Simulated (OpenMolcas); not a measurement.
**3s2 3p along the 13-electron sequence**

```yaml
Program: OpenMolcas 26.06
Method: SS-CASPT2, IPEA 0.25 Eh, imaginary shift 0.1 Eh
Basis: ANO-RCC-VTZP
Scalar_Hamiltonian: DKH2, point nucleus
Spin-orbit_coupling: state interaction with AMFI integrals over the reference wave functions, term energies averaged over their components
```

Active space for each ion: 1 electron in 3 orbitals (3p); closed shells correlated by CASPT2: 2s 2p 3s.

Computed levels in cm-1 above 2P* 1/2:

```tsv
Level	P2+	S3+	Cl4+	Ar5+
2P* 3/2	501	874	1407	2097
weight of 2P* in the lowest level (%)	100	100	100	100
```

Measured, with the error of the calculation in %. Measured levels: P2+ from Martin, Zalubas and Musgrove, J. Phys. Chem. Ref. Data 14, 751 (1985); S3+ from NIST levels in Podobedova, Kelleher and Wiese, J. Phys. Chem. Ref. Data 38, 171 (2009); Ar5+ from Saloman, J. Phys. Chem. Ref. Data 39, 033101 (2010).

```
  Level          P2+         S3+         Ar5+
2P* 3/2  559 (-10.4)  951 (-8.1)  2208 (-5.0)
```

The fine-structure level 2P* 3/2 changes by a factor of 4.19 from P2+ to Ar5+. Its fourth root runs 4.73, 5.44, 6.12, 6.77, with steps per unit of Z of 0.71, 0.69, 0.64; equal steps would mean a (Z - σ)^4 law with constant σ.

With one active electron, CASPT2 adds the correlation within the correlated inactive shells and between them and that electron, and leaves the splitting within a term as the reference gives it. Measured partners are found by configuration, term and J. A level has none where our copy of the source lacks it or the pairing is in doubt (some pairs that miss far off the trend of their configuration count as doubtful), and it then counts in no deviation. Only configurations of the active space appear.

* marks odd parity.
